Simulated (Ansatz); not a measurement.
BH2Br (SMILES [H]B([H])Br): the vertical energy of the triplet above the singlet, rung by rung

The species is BH2Br (4 atoms), meant as a singlet with charge 0. As SMILES, `[H]B([H])Br`. Geometry: relaxed at GFN2-xTB.

Each level gives the vertical energy of the triplet above the singlet (eV). The values are calculated.

| level | kind | program | value (eV) | less FCI/STO-3G | CPU time (all runs) |
| --- | --- | --- | --- | --- | --- |
| BHLYP/STO-3G | global hybrid | Ansatz | 5.32 | -0.21 | 3 s |
| r2SCAN0/STO-3G | hybrid meta-GGA | Ansatz | 5.01 | -0.52 | 8 s |
| CAM-B3LYP/STO-3G | range-separated hybrid | Ansatz | 5.17 | -0.36 | 3.6 s |
| HSE06/STO-3G | range-separated hybrid | Ansatz | 5.06 | -0.47 | 4.1 s |
| wB97M-V/STO-3G | range-separated hybrid | Ansatz | 5.44 | -0.09 | 37 s |
| RPA@PBE/STO-3G | RPA | Ansatz | 5.30 | -0.23 | 3.9 s |
| CCSD(T)/STO-3G | coupled cluster or CI | Ansatz | 5.53 | 0.00 | 0.77 s |
| CCSDT(Q)/STO-3G | coupled cluster or CI | Ansatz | 5.53 | 0.00 | 3.5 s |
| FCI/STO-3G | exact in the basis | Ansatz | 5.53 | 0.00 | 12 s |

FCI/STO-3G is exact within its basis and frozen core, so for wave-function methods in that basis the difference is their error; functionals converge differently with the basis, so for them it is only a difference. All-electron rows without a relativistic Hamiltonian named are non-relativistic. Spin-orbit coupling, which can split open shells on such heavy atoms by tenths of an eV, is left out. The values span 5.01 to 5.53 eV. A triplet this far above the singlet is often a Rydberg-like or dissociative state; sets without diffuse functions put Rydberg states too high. All rows use very small basis sets, so even the best lies far from the true value. In the correlated wave-function rows the outer d shell of Br is correlated, in sets not made for it. CPU times are rough (shared hosts, several kinds of processor): they show what a rung costs within a factor of a few.
